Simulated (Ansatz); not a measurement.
Consider the formal exchange of groups at the Si–N bond: `CN([SiH3])[SiH2]Cl` + `Cl[SiH2]Cl` → `Cl[SiH2][SiH](Cl)Cl` + `CN[SiH3]`.

Gas-phase electronic energies from Ansatz, PBE0-D4/def2-TZVP geometries. CCSD(T)/CBS is the MP2 limit (def2-TZVPP, def2-QZVPP) plus CCSD(T) − MP2 in def2-TZVPP, frozen cores. DFT in def2-TZVPP. HSE06 is defined as in plane-wave codes. One conformer a species, not always the lowest.

`CN([SiH3])[SiH2]Cl`:

Cartesian coordinates in Å:
```
C 0.657 -0.903 1.023
N 0.069 -0.122 -0.067
Si 1.046 1.157 -0.709
Si -1.589 -0.343 -0.412
Cl -2.822 0.484 1.027
H 1.695 -1.161 0.794
H 0.112 -1.840 1.163
H 0.641 -0.360 1.973
H 2.320 0.588 -1.226
H 0.289 1.815 -1.801
H 1.394 2.158 0.337
H -1.910 0.319 -1.693
H -1.903 -1.790 -0.408
```

`Cl[SiH2]Cl`:

```xyz
5

Cl    0.897    0.570    1.651
Si    0.072   -0.029   -0.117
Cl   -1.957   -0.142    0.058
H     0.589   -1.372   -0.443
H     0.399    0.973   -1.149
```

`Cl[SiH2][SiH](Cl)Cl`:

Cartesian coordinates in Å:
```
Cl 0.791 -2.074 -1.470
Si 0.551 -0.072 -1.064
Si -0.631 0.129 0.943
Cl 0.471 -0.705 2.453
Cl -0.904 2.130 1.305
H -0.203 0.551 -2.179
H 1.886 0.559 -0.932
H -1.961 -0.518 0.944
```

`CN[SiH3]`:

```xyz
10

C     0.890    0.535    0.935
N     0.559   -0.247   -0.237
Si   -1.035   -0.372   -0.858
H     1.937    0.851    0.910
H     0.283    1.444    0.950
H     0.716    0.008    1.883
H     1.184   -1.022   -0.395
H    -1.553    0.999   -1.115
H    -2.023   -1.040    0.045
H    -0.960   -1.156   -2.118
```

(1) Is it downhill or uphill in electronic energy at CCSD(T)/CBS, and by how much? (Estimate.)

(2) What do these levels give: revPBE-D4, BLYP-D4, r2SCANh-D4, ωB97M-V, PBE, BLYP, HSE06, LC-ωPBE, MP2/def2-TZVPP, CCSD/def2-TZVPP, HF/def2-QZVPP, MP2/CBS(def2)? (Estimate.)

Largest T1 diagnostic among the species: 0.010.

## Answers

(1) Computed: Uphill: ΔE = +19.3 kcal/mol.

(2) Computed: revPBE-D4 14.7, BLYP-D4 16.9, r2SCANh-D4 17.7, ωB97M-V 19.7, PBE 13.5, BLYP 15.6, HSE06 15.0, LC-ωPBE 16.9, MP2/def2-TZVPP 21.7, CCSD/def2-TZVPP 20.0, HF/def2-QZVPP 20.9, MP2/CBS(def2) 21.0 kcal/mol.

Leaving LDA and LC-ωPBE aside and taking each functional with its dispersion term where it has one, the values, not all of them listed here, spread over 5.7 kcal/mol, from PBE-D4 to ωB97M-V. LDA lies +2.3 kcal/mol from PBE without D4. From PBE to PBE0 (25 % exact exchange), in def2-TZVPP and without D4, ΔE moves by +1.6 kcal/mol.
